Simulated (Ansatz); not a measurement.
Reaction: BeH2 (SMILES [BeH2]) → BeH2 (parent SMILES [BeH2], triplet)
Each species at its own B3LYP-D3(BJ)/def2-TZVP minimum (Ansatz, a first-principles code).

Total energies in hartree (Ansatz). Open shells are spin-unrestricted; no spin-orbit coupling. Cores are frozen in correlated methods. No relativity. Full CI freezes restricted core orbitals, also for open shells. The spin of H2Be (parent SMILES [BeH2], triplet) was assumed, and the state is the lowest solution found for it.

| species | HF/def2-TZVPP | CCSD(T)/def2-TZVPP | HF/def2-QZVPP | CCSD(T)/def2-QZVPP | FCI/def2-QZVPP |
|---|---|---|---|---|---|
| 1: BeH2 (SMILES [BeH2]) | -15.77007 | -15.84428 | -15.77283 | -15.85139 | -15.85158 |
| 2: BeH2 (parent SMILES [BeH2], triplet) | -15.65789 | -15.71772 | -15.66096 | -15.72427 | -15.72458 |

Question: Work out the adiabatic triplet-singlet gap (electronic) in kJ/mol: take Hartree-Fock from def2-QZVPP, extrapolate the CCSD(T) correlation energy as X^-3 (X = 3, 4), and add FCI - CCSD(T) in def2-QZVPP. 1 hartree = 2625.5 kJ/mol.

Answer: 
Species 1: correlation (64·(-0.07856) - 27·(-0.07421))/37 = -0.08173; step -0.00019; E1 = -15.77283 + (-0.08173) + (-0.00019) = -15.85475
Species 2: correlation (64·(-0.06331) - 27·(-0.05983))/37 = -0.06585; step -0.00031; E2 = -15.66096 + (-0.06585) + (-0.00031) = -15.72712
-1·E1 +1·E2 = 0.12763 hartree = 335.1 kJ/mol.
